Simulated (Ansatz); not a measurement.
Job for Ansatz (a quantum-chemistry and plane-wave program): R-wB97M-V/def2-TZVPPD on C2H4O2 (a complex), monomers drawn apart or pushed together. Files ending in .json are basis or fitting sets from the Basis Set Exchange.

Ansatz 0.2 input:
```yaml
crystal:
  periodic: [false, false, false]
  atoms:
    - {symbol: C, position_ang: [0.03190326, 0.02945807, -0.07735461]}
    - {symbol: H, position_ang: [-0.97734099, -0.28654657, 0.18376286]}
    - {symbol: H, position_ang: [0.26346853, 0.96972907, 0.42142123]}
    - {symbol: H, position_ang: [0.74163091, -0.73660622, 0.23239895]}
    - {symbol: H, position_ang: [0.09864521, 0.16842008, -1.15532657]}
    - {symbol: O, position_ang: [0.16439557, 1.07454855, 3.91550914]}
    - {symbol: C, position_ang: [-0.06545439, -0.05971178, 3.84172556]}
    - {symbol: O, position_ang: [-0.29532453, -1.19400023, 3.77138516]}
basis:
  gaussian:
    orbitals: def2-TZVPPD.json
hamiltonian:
  xc: {name: wB97M-V}
scf: {lower_state_search: off}
```

Program output:

```
WARN ansatz: RAYON_NUM_THREADS=1 ignored (pool sized by the plan → 1); use --threads N
Functional definition: wB97M-V
these checks for a lower state are left out or cut short: stability, starts, cluster_reference, orbital_swaps, neighbouring_geometries, increment
integrals: 0.13 GiB planned
952 factors; their error is unknown
integrals: 0.17 GiB planned
302 factors; integrals over basis functions are off by at most 2.6e-5 eV
mean field: 1.24 GiB planned
mean field evaluation 1: about -6228.8467 eV, gradient 5.8e1 eV
mean field evaluation 2: about -6228.8847 eV, gradient 6.1e1 eV
mean field evaluation 4: about -6234.6103 eV, gradient 1.6e0 eV
mean field evaluation 8: about -6234.6233 eV, gradient 7.5e-2 eV
mean field evaluation 16: about -6234.6222 eV, gradient 1.4e-5 eV
mean field -6234.62219446 eV, -229.1181396677 hartree, gradient 3.6e-6 eV, S^2 0.000000; 0 other end points of the search recorded, 0 dependent functions left out
reference -6234.62226247 eV, -229.1181421670 hartree; 16, 16 occupied and 206, 206 virtual orbitals, 952 factors
Total energy: -6234.62226247 eV, -229.1181421670 hartree
Checks for a lower state left out: stability, starts, cluster_reference, orbital_swaps, neighbouring_geometries, increment
```

The run converged.

Cost: around 4 core-seconds (rough).
